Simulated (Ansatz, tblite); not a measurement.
Cost and result up the ladder for AlGe₁₉PH₃₂, a doped nanocrystal cut from the lattice of germanium (Al and P 4.0 A apart) (53 atoms). Charge 0, multiplicity 1. Geometry: PBE-D4/def2-SVP.

Cartesian coordinates in Å:
```
P -3.3547 1.5247 -2.4420
Ge -3.0974 1.9074 1.4885
Ge -3.1718 -1.8703 2.0996
Ge -0.1946 3.6674 -1.4009
Al -0.4222 -0.4195 -0.6793
Ge 2.2526 1.4178 -3.2971
Ge 2.7511 1.9651 0.5021
Ge -0.1697 0.1935 3.4083
Ge -0.0243 -3.6710 3.9820
Ge 2.5631 -2.0495 1.3275
Ge 5.2461 -0.4751 -1.2589
Ge -2.0337 3.4065 -2.9998
Ge -4.5922 1.8570 -0.4531
Ge -2.1490 -0.5484 -2.4930
Ge -1.6408 -0.0620 1.4617
Ge -1.9723 -3.9609 2.5261
Ge 1.0160 1.5491 -1.1817
Ge 0.9856 -2.4581 -0.5085
Ge 3.8725 -0.4171 -3.2859
Ge 3.9944 -0.1221 0.8220
Ge 1.3613 -1.7194 3.4408
H -4.3620 1.5135 -3.4607
H -4.0903 1.9626 2.6896
H -2.3745 3.2833 1.4132
H -4.2276 -2.1025 0.9728
H -3.9626 -1.4663 3.3816
H -0.8563 4.2054 -0.0993
H 0.6406 4.8299 -2.0195
H 1.2607 1.2218 -4.4872
H 3.0047 2.7595 -3.5540
H 2.1229 2.4702 1.8334
H 3.7362 3.0664 0.0003
H -1.0097 0.1891 4.7234
H 0.5999 1.5449 3.3487
H -0.5476 -3.5068 5.4413
H 0.8281 -4.9749 3.9423
H 3.5259 -3.2611 1.5565
H 6.3144 0.6536 -1.3817
H 6.0121 -1.8313 -1.2130
H -3.0921 4.5453 -3.0902
H -1.5784 3.0417 -4.4406
H -5.4131 3.1397 -0.7784
H -5.5533 0.6357 -0.4856
H -3.3887 -1.4982 -2.4016
H -1.7719 -0.5181 -4.0109
H -2.9454 -4.9810 3.1923
H -1.5257 -4.5654 1.1664
H 1.8535 -2.7910 -1.7612
H 0.2327 -3.7762 -0.1496
H 3.1060 -1.7599 -3.4385
H 4.8129 -0.2746 -4.5215
H 5.0369 0.0673 1.9714
H 2.3919 -1.5380 4.6021
```

Ansatz on 11 threads of AMD EPYC 7R13 on a shared host and a whole NVIDIA H100 80GB HBM3; xTB runs through tblite on one thread. Times are rough, summed over both states, and most runs start from the orbitals of an earlier one. PBE0-D4/def2-TZVP serves as the yardstick here, not as an exact answer. The other state is a doublet.

The xTB rows come from tblite. Single mean-field runs in def2-TZVP are fitted with def2-universal-jkfit. HOMO above LUMO, or a gap near zero within one spin, warns that the state may not be the lowest or that an electron is smeared out.

Raw xTB energies of ions are shifted by several eV.

```json
{"level": "GFN2-xTB", "functions": "221", "wall time": "1.5 s", "vertical IE (eV)": "11.18", "difference from PBE0-D4/def2-TZVP (eV)": "3.51", "remarks": "–"}
{"level": "GFN1-xTB", "functions": "253", "wall time": "1.5 s", "vertical IE (eV)": "12.68", "difference from PBE0-D4/def2-TZVP (eV)": "5.00", "remarks": "–"}
{"level": "PBE-D4/def2-TZVP (with forces)", "functions": "1178", "wall time": "52 s", "vertical IE (eV)": "7.29", "difference from PBE0-D4/def2-TZVP (eV)": "-0.38", "remarks": "gap within one spin near zero (+1 doublet)"}
{"level": "HF/def2-TZVP", "functions": "1178", "wall time": "1.7 min", "vertical IE (eV)": "7.28", "difference from PBE0-D4/def2-TZVP (eV)": "-0.39", "remarks": "–"}
{"level": "PBE0-D4/def2-TZVP", "functions": "1178", "wall time": "1.9 min", "vertical IE (eV)": "7.67", "difference from PBE0-D4/def2-TZVP (eV)": "0.00", "remarks": "–"}
```
